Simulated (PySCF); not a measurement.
**Deuteron quadrupole couplings in `CC(C)[C@H](C)C[SiH](F)F`**

Compound: C₆H₁₄F₂Si.
Geometry (GFN2-xTB, Å), atoms numbered from 1 in this order:
```xyz
23
C6H14F2Si angstrom
C     -2.323   -0.890   -0.267
C     -1.286    0.229   -0.354
C     -1.564    1.276    0.723
C      0.150   -0.334   -0.309
C      0.555   -0.837    1.075
C      1.164    0.703   -0.817
Si     2.912    0.036   -1.078
F      2.848   -1.370   -1.843
F      3.670    0.957   -2.149
H     -2.153   -1.634   -1.042
H     -3.324   -0.485   -0.398
H     -2.285   -1.385    0.700
H     -1.409    0.711   -1.332
H     -2.549    1.711    0.569
H     -0.834    2.081    0.690
H     -1.544    0.828    1.713
H      0.173   -1.187   -0.997
H      0.711   -0.007    1.759
H     -0.205   -1.493    1.489
H      1.483   -1.401    1.007
H      0.808    1.103   -1.771
H      1.189    1.547   -0.125
H      3.809   -0.130    0.041
```

Level: PBE0/pcSseg-1 (PySCF, non-relativistic); Q(2H) = 0.00286 b; rigid geometry, the same for H and D, with no vibrational averaging.

Task: Rank these positions by the coupling χzz of a deuteron there, largest first.
A. H21 (methylene hydrogen)
B. H23 (Si–H hydrogen)
C. H15 (methyl hydrogen)
D. H17 (methine hydrogen)
E. H22 (methylene hydrogen)

Result: C (214 kHz), E (209 kHz), A (204 kHz), D (195 kHz), B (114 kHz).

Task: Give the electric field gradient Vzz (the principal value of largest size), its asymmetry and the 2H coupling at each hydrogen.

Result: 
```tsv
atom	bonded to	bond length (Å)	Vzz (au)	η	χzz (kHz)
H10	C1	1.088	0.3154	0.02	212
H11	C1	1.088	0.3159	0.02	212
H12	C1	1.087	0.3167	0.02	213
H13	C2	1.097	0.2923	0.02	196
H14	C3	1.088	0.3152	0.02	212
H15	C3	1.087	0.3184	0.02	214
H16	C3	1.087	0.3163	0.02	213
H17	C4	1.096	0.2904	0.02	195
H18	C5	1.087	0.3148	0.01	212
H19	C5	1.087	0.3177	0.02	213
H20	C5	1.088	0.3152	0.04	212
H21	C6	1.095	0.3034	0.02	204
H22	C6	1.092	0.3105	0.02	209
H23	Si7	1.444	0.1702	0.01	114
```

Task: Average by the element that carries the hydrogen.

Result: on C: 209 kHz over 13 positions, mean bond length 1.090 Å; on Si: 114 kHz over 1 position, mean bond length 1.444 Å.

Task: How does χzz go with the bond length over the 13 C–H bonds?

Result: A straight-line fit has a slope of -16.1 kHz for each 0.01 Å, with a correlation coefficient of -0.96, over lengths from 1.087 to 1.097 Å. The longer bonds have the smaller couplings here.

One conformer (not necessarily the lowest) at the GFN2-xTB geometry, without solvent, vibrations or thermal averaging. GFN2-xTB bond lengths can be off by several hundredths of an ångström, more for odd bonds, and the gradients follow them. The basis is small and wasn't made for field gradients, so the couplings can be 20 % off.
